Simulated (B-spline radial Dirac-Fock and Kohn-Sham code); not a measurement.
# The L3 (2p3/2) hole of bismuth ions: width and yield against charge

Method: independent-particle radiative and Coulomb Auger rates from relativistic LDA hole-state orbitals, with Dirac-Fock energies. Computed with an atomic code on a B-spline grid. Tabulated ground configurations, configuration averages; single configurations, so decays that open only by mixing (as 1s 2s² with 1s 2p² in Be-like ions) are missing and such tiny yields are far too low.

```
 ion           configuration  radiative (eV)  non-radiative (eV)  yield
  Bi  [Xe] 4f14 5d10 6s2 6p3            2.19                4.07  0.350
 Bi⁺  [Xe] 4f14 5d10 6s2 6p2            2.19                4.07  0.350
Bi²⁺  [Xe] 4f14 5d10 6s2 6p1            2.19                4.07  0.350
Bi³⁺      [Xe] 4f14 5d10 6s2            2.19                4.07  0.350
Bi⁴⁺      [Xe] 4f14 5d10 6s1            2.19                4.07  0.350
Bi⁵⁺          [Xe] 4f14 5d10            2.19                4.07  0.350
Bi⁶⁺           [Xe] 4f14 5d9            2.19                4.07  0.350
Bi⁷⁺           [Xe] 4f14 5d8            2.19                4.06  0.350
```
